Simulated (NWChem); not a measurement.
Total energies of ClSn

```
Sn
Cl 1 2.3941
```
Charge 0, spin multiplicity 2.

Everything below was run with NWChem. All single points use one geometry, from UPBE0/def2-SVP with def2 effective core potentials on Sn, a minimum by its harmonic frequencies.

Basis set: def2-SVP (44 functions).

```json
[
 {"method": "UHF", "total energy (Ha)": "-672.74721"},
 {"method": "UMP2", "total energy (Ha)": "-672.94651"},
 {"method": "UB2PLYP", "total energy (Ha)": "-673.95796"},
 {"method": "UPBE", "total energy (Ha)": "-674.18954"},
 {"method": "UB3LYP", "total energy (Ha)": "-674.46786"},
 {"method": "UBHandHLYP", "total energy (Ha)": "-674.31271"}
]
```

Total energies of different functionals aren't comparable as a measure of quality: only differences taken within one method are. 

Effective core potentials replace the inner electrons of Sn; spin-orbit coupling is left out. The correlated methods keep 9 core orbitals frozen. B3LYP has NWChem's definition, with VWN1-RPA local correlation. This spin state was chosen for the runs; another may lie lower. The structure started from a generated list of species. The unpaired electrons of the parent sit in orbitals of symmetry b2 (C2v labels of the run); other states weren't searched. No SCF solution was tested for a lower state. Open-shell Hartree-Fock references start from PBE0 orbitals.
